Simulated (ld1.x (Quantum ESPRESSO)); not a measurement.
**Before and after: TM semilocal potential for cadmium (Cd)**

```json
{"Element": "Cd (Z = 48)", "Generator": "ld1.x (Quantum ESPRESSO) 7.5", "Type": "norm-conserving Troullier–Martins (semilocal form)", "Functional": "BP86", "Relativity": "scalar-relativistic", "Frozen core": "[Kr]", "Valence charge": "12", "Reference configuration": "4d10 5s2 5p0", "Partial waves": "5s (bound): rc 1.80 bohr; 4d (bound): rc 1.05 bohr; 5p (bound, empty): rc 2.85 bohr", "Local potential": "the p channel", "Core correction": "none"}
```

Change: all radii scaled by about 0.74 (s 1.34, p 2.12, d 0.78 bohr).

Cutoffs: the cutoffs (Ry, on a coarse ladder) from which the occupation-weighted sum of valence levels, in a spherical-Bessel basis at the reference potential, stays within 10 and 1 mRy of its value at 400 Ry; they do not see the model core or the augmentation charge, which bear on the density cutoff. Errors are all-electron minus pseudo energies relative to the spin-unpolarised reference configuration.

Task: What does the change do?

Result: A bound ghost appears in s, which as a rule spoils a file; the number of tests that count goes from 7 to 0. A semilocal file is local in each channel, so a ghost entry of none says nothing of the separable form that plane-wave codes build from it.

| quantity | base | changed |
| --- | --- | --- |
| cutoff, loose | 90 Ry | 300 Ry |
| cutoff, tight | 120 Ry | over 300 Ry |
| loose cutoff by channel (10 mRy a level) | s 18 Ry, d 70 Ry | s 60 Ry, d 260 Ry |
| bound ghosts | none | s |
| tests counted (converged, no solver errors) | 7 of 7 | 0 of 7 |

Base: ld1.x printed “convergence not achieved” for 3 of the counted tests; their residual had stalled under 1e-8, short of the target of 1e-14. Changed file: Tests not counted: all (the test run did not reproduce the reference configuration, from which every error is measured). A true bound ghost makes a file unfit for plane-wave use even where its test errors are small: the radial tests pick states by their node count and pass the ghost by. Where a test does run into it, the solver fails or the error is huge.
